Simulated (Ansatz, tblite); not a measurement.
Cost and result up the ladder for the cluster Li6H7⁻ (13 atoms). Charge -1, multiplicity 1. Geometry: PBE0-D4/def2-TZVPD.

```xyz
13

Li    0.221   -1.738    0.574
Li    0.559    0.421    1.809
Li   -0.377    1.771   -0.352
Li    1.604    0.465   -0.524
Li   -0.051   -0.765   -1.581
Li   -1.931   -0.159    0.040
H     1.346    1.765    0.809
H    -0.162    0.029    0.220
H     0.412   -1.271    2.349
H     1.514   -1.384   -0.766
H     0.443    1.009   -1.884
H    -1.409   -1.752   -0.742
H    -2.170    1.609    0.049
```

Ansatz on 4 threads of Arm Neoverse V2 on a shared host; xTB runs through tblite on one thread. Times are rough, summed over both states, and most runs start from the orbitals of an earlier one. PBE-QIDH/def2-TZVPD serves as the yardstick here, not as an exact answer. Differences are given only for rows in sets of like size (and for xTB, whose basis is part of the method), since another set adds its own error. The other state is a quintet at its own geometry, which has other bonds, so the gap mixes isomer and spin.

The xTB rows come from tblite. Correlated methods freeze no core orbitals; core or outer-core shells of Li are correlated, in sets that lack core-valence functions. In the quintet, H10 and H11 lie 0.75 Å apart, H8 and H13 lie 0.81 Å apart (atoms count from 1), so H2 has formed as a molecule. At PBE0-D4/def2-TZVPD a singlet of charge -1 lies 3.96 eV below the quintet, each at its own geometry. The structure comes from a short search, and lower isomers may exist.

Run but left out: GFN2-xTB (tight binding far off the other levels).

Correlated methods converge slowly with the basis.

xTB has no spin-polarisation term.

| level | functions | wall time |
| --- | --- | --- |
| GFN1-xTB | 38 | 0.01 s |
| HF/STO-3G | 37 | 0.25 s |
| PBE-D4/def2-TZVPD | 165 | 4.3 s |
| BLYP-D4/def2-TZVPD | 165 | 4.7 s |
| PBE0-D4/def2-TZVPD (with forces) | 165 | 5.9 s |
| PBE-QIDH/def2-TZVPD | 165 | 6.9 s |
| r2SCAN-D4/def2-TZVPD | 165 | 8.3 s |
| RPA@PBE/def2-TZVPD | 165 | 9.1 s |
| r2SCANh-D4/def2-TZVPD | 165 | 9.5 s |
| r2SCAN0-D4/def2-TZVPD | 165 | 9.5 s |
| ωB97X-V/def2-TZVPD | 165 | 19 s |

Q: Estimate what each level gives for the quintet − singlet (eV).

A: 
```tsv
level	quintet − singlet (eV)	difference from PBE-QIDH/def2-TZVPD (eV)	remarks
GFN1-xTB	8.84	4.90	–
HF/STO-3G	3.69	–	HOMO above zero (quintet)
PBE-D4/def2-TZVPD	3.89	-0.04	HOMO above zero (quintet)
BLYP-D4/def2-TZVPD	4.36	0.42	HOMO above zero (quintet)
PBE0-D4/def2-TZVPD (with forces)	3.96	0.02	–
PBE-QIDH/def2-TZVPD	3.94	0.00	–
r2SCAN-D4/def2-TZVPD	3.92	-0.02	HOMO above zero (quintet)
RPA@PBE/def2-TZVPD	3.73	-0.21	–
r2SCANh-D4/def2-TZVPD	3.95	0.01	HOMO above zero (quintet)
r2SCAN0-D4/def2-TZVPD	3.99	0.05	–
ωB97X-V/def2-TZVPD	4.83	0.89	–
```
